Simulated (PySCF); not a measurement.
## Ionisation energy of Zn¹⁵⁺ by level of theory

Zn¹⁵⁺ [Ne] 3s2 3p3 (4S) → Zn¹⁶⁺ [Ne] 3s2 3p2 (3P), as a difference of total energies. Computed with PySCF 2.14 in an even-tempered Gaussian basis (19 s from 1.2 bohr⁻², ratio 2.5; 12 p from 1.6 bohr⁻², ratio 2.5; 5 d from 7.8 bohr⁻², ratio 2.7; 4 f from 12 bohr⁻², ratio 2.7), with the spin-free X2C one-electron Hamiltonian (Gaussian nucleus). Correlated levels: outer shells: 1s2 frozen; virtual orbitals above 40 to 60 times the deepest correlated orbital energy dropped. The calculations carry no spin-orbit coupling.

| method | ionisation energy (eV) |
| --- | --- |
| UHF | 537.17 |
| MP2 (outer shells) | 537.74 |
| SCS-MP2 (outer shells) | 537.51 |
| CCSD (outer shells) | 537.57 |
| CCSD(T) (outer shells) | 537.56 |

Task: How much does correlation contribute at CCSD(T) (outer shells)?

Result: 537.56 − (537.17) = 0.39 eV, measured against UHF.

A first-order spin-orbit estimate (lowest level to lowest level, LS coupling) adds -3.047 eV.

For comparison: 540 ± 1 eV (semi-empirical (NIST evaluation); NIST Atomic Spectra Database, ionization energies).
